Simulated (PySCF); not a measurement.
Molecule: `F[C@H]([SiH2]CC)[SiH3]`, C₃H₁₁FSi₂.

Cartesian coordinates in Å; atom numbers follow the order of the lines, from 1:
```xyz
17

C     2.607   -0.062   -0.302
C     1.161    0.420   -0.242
Si   -0.075   -0.848    0.393
C    -1.768   -0.011    0.646
F    -1.583    1.022    1.578
Si   -2.586    0.717   -0.907
H     3.284    0.733   -0.653
H     2.724   -0.916   -0.987
H     2.967   -0.386    0.687
H     0.823    0.762   -1.236
H     1.064    1.296    0.424
H    -0.248   -1.992   -0.559
H     0.377   -1.386    1.715
H    -2.470   -0.747    1.083
H    -1.705    1.753   -1.521
H    -3.895    1.341   -0.551
H    -2.809   -0.388   -1.890
```

Geometry PBE0-D3(BJ)/def2-SVP throughout; GIAO in PySCF, gas phase, one conformer, non-relativistic; equivalent atoms averaged; functional PBE0.

For orientation, pcSseg-0 gives these absolute shieldings σ: C1 182.3, C2 195.6, Si3 407.5, F5 502.1, H13 28.32, H15/H16/H17 28.70, H12 28.63, H7/H8/H9 31.74, H11 31.96 ppm.

A run gave: C1 185.5, C2 192.9, Si3 449.8, F5 477.8, H13 27.04, H15/H16/H17 27.34, H12 27.32, H7/H8/H9 30.23, H11 30.28 ppm (absolute shieldings σ).

Problem. Which basis set was used in that run?
A. aug-cc-pVDZ
B. 6-31G
C. cc-pVDZ
D. def2-SVP

Solution. C. F5 tells them apart best: cc-pVDZ gives 477.8, def2-SVP gives 483.8, 6-31G gives 468.0, aug-cc-pVDZ gives 468.0 ppm.
